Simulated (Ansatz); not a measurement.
Relaxation of C$_{2}$H$_{5}$FSSi$_{2}$ (11 atoms, charge 0, multiplicity 1), to a largest force component of 0.015 eV/Å in at most 40 steps.

Level of theory: RKS r2SCANh/6-31G* in Ansatz 0.2.0.

```xyz
11
Properties=species:S:1:pos:R:3
F -0.612 -1.402 2.029
C -0.798 -1.278 0.687
C 0.117 -1.763 -0.116
Si -0.155 -0.097 -0.543
Si 0.839 1.644 0.301
S -1.653 0.101 -2.086
H 1.010 -2.373 0.200
H 1.429 2.544 -0.757
H 1.998 1.261 1.205
H -0.049 2.502 1.183
H -2.062 -1.194 -2.082
```

Where does it end, and by what steps?

The forces met the threshold. The force dipped under the threshold on the way, but the program's further checks kept it going. After 21 steps the energy has fallen by 1.674 eV; F1 moved furthest, 0.84 Å.

| step | energy less start (eV) | largest force component (eV/Å) | accepted |
| --- | --- | --- | --- |
| 0 | 0.0000 | 3.478 | yes |
| 1 | -0.9505 | 1.135 | yes |
| 2 | -1.2515 | 1.378 | yes |
| 3 | -1.4846 | 0.840 | yes |
| 4 | -1.5933 | 1.034 | yes |
| 5 | -1.6424 | 0.390 | yes |
| 6 | -1.6519 | 0.345 | yes |
| 7 | -1.6567 | 0.289 | yes |
| 8 | -1.6703 | 0.090 | yes |
| 9 | -1.6717 | 0.033 | yes |
| 10 | -1.6719 | 0.021 | yes |
| 11 | -1.6721 | 0.031 | yes |
| 12 | -1.6726 | 0.025 | yes |
| 13 | -1.6729 | 0.065 | yes |
| 14 | -1.6734 | 0.032 | yes |
| 15 | -1.6738 | 0.014 | yes |
| 16 | -1.6740 | 0.040 | yes |
| 17 | -1.6742 | 0.035 | yes |
| 18 | -1.6743 | 0.017 | yes |
| 19 | -1.6744 | 0.009 | yes |
| 20 | -1.6745 | 0.008 | yes |
| 21 | -1.6745 | 0.014 | yes |

```xyz
11
Properties=species:S:1:pos:R:3
F -1.086 -2.090 1.965
C -0.518 -1.468 0.937
C 0.414 -1.800 0.043
Si -0.267 -0.117 -0.241
Si 0.876 1.862 0.240
S -1.634 0.304 -1.845
H 1.048 -2.650 -0.189
H 1.673 2.294 -0.940
H 1.787 1.608 1.386
H -0.084 2.941 0.594
H -2.144 -0.940 -1.929
```

Whether the end is a true minimum wasn't checked by a vibrational analysis.

The run took 2.2 min on 2 threads of Intel(R) Xeon(R) Platinum 8259CL CPU @ 2.50GHz (Skylake/Cascade Lake) (shared host), peak memory 0.32 GiB.
